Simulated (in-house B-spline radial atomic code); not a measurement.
A run on Sb- that did not converge. Method: scalar-relativistic (X2C) HSE06, spin-polarised, spherical fractional occupations, exact exchange averaged over the configuration, Fermi nucleus of rms radius 4.6802 fm; computed with a B-spline radial code for spherical atoms.

Command:
```bash
python run_scf.py task.json out
```
Settings (nuclear radius in fm, mass in u):
```
Z                51
configuration    [Kr] 4d10 5s2 5p4
hamiltonian      x2c
method           hse06
spin_polarised   True
nucleus          fermi
rms_radius       4.6802
atomic_mass      120.90381
speed_of_light   137.035999084
exact_exchange   averaged over the configuration
```

First and last ten iterations of the last attempt (damped for 15 steps, keeping 80 % of the old Fock matrix, then DIIS):
```
 iter        energy (Eh)    residual
    1       -6478.460217    4.76e-01
    2       -6478.455266    2.12e-01
    3       -6479.638197    1.31e-01
    4       -6480.130996    7.89e-02
    5       -6480.322802    4.67e-02
    6       -6480.392837    2.73e-02
    7       -6480.417031    1.70e-02
    8       -6480.425067    1.09e-02
    9       -6480.368812    1.59e-02
   10       -6480.421930    7.76e-03
  111       -6480.371253    1.54e-02
  112       -6480.427888    2.99e-03
  113       -6480.375815    1.43e-02
  114       -6480.375723    1.43e-02
  115       -6478.526219    6.06e-02
  116       -6479.274496    6.19e-02
  117       -6479.356188    4.99e-02
  118       -6479.395417    4.56e-02
  119       -6480.427367    3.46e-03
  120       -6480.427249    3.56e-03
 not converged after 120 iterations
```

The smallest residual met was 6.5e-04; the threshold is about 5e-07. No energy from this run should be used. Run time, properties included: 10 s on 1 thread of Intel(R) Xeon(R) 6975P-C, on a shared host.
